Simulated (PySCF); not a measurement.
Si(Me)(OH)2(PH2) (CH₇O₂PSi), SMILES P[Si](O)(C)O.

The structure is a stationary point at PBE0-D3(BJ)/def2-SVP. This is a generated structure with no PubChem entry under its InChIKey; it may be hypothetical. One conformer was computed; it need not be the lowest.

Method: PBE0-D3(BJ)/def2-SVP (PySCF 2.14.0).

Frequencies are harmonic and unscaled.

Q: Estimate the vibrational spectrum. (The exact figures need the calculation; the answer reports its results.)

A: 
```
mode  ν (cm⁻¹)  IR (km/mol)  moving atoms (share of kinetic energy)
----  --------  -----------  --------------------------------------
1          119          2.9                                  H 91 %
2          143          4.0          H 65 %, C 12 %, O 11 %, P 10 %
3          151          5.5                  H 62 %, C 14 %, O 14 %
4          174          1.3          O 50 %, P 20 %, H 18 %, Si 8 %
5          223         23.9         H 63 %, O 13 %, Si 12 %, C 10 %
6          247         37.0          H 53 %, O 26 %, C 10 %, Si 9 %
7          263          6.4                  O 32 %, P 29 %, H 27 %
8          295         70.4                 H 46 %, O 35 %, Si 11 %
9          371        137.9                          H 52 %, O 36 %
10         458         57.7         Si 35 %, P 28 %, H 19 %, O 13 %
11         616          5.0                   H 80 %, C 10 %, P 9 %
12         690         17.5                                  H 92 %
13         708         79.7         H 34 %, C 29 %, Si 21 %, O 14 %
14         756         35.5                          H 79 %, C 15 %
15         770         27.3                  H 63 %, O 21 %, C 14 %
16         807        124.5                          H 54 %, O 31 %
17         871        345.1                 H 62 %, Si 18 %, O 14 %
18         892         62.0                 H 38 %, Si 34 %, O 25 %
19         944        129.9                 Si 47 %, O 38 %, H 13 %
20        1087         15.2                                  H 97 %
21        1269         39.3                          H 76 %, C 23 %
22        1423          5.4                                  H 96 %
23        1427          3.9                                  H 96 %
24        2404         34.3                                  H 97 %
25        2420         45.1                                  H 97 %
26        3058          1.6                                  H 97 %
27        3160          3.1                           H 91 %, C 9 %
28        3176          1.4                           H 91 %, C 9 %
29        3918         87.5                                  H 94 %
30        3923         92.6                                  H 94 %
```
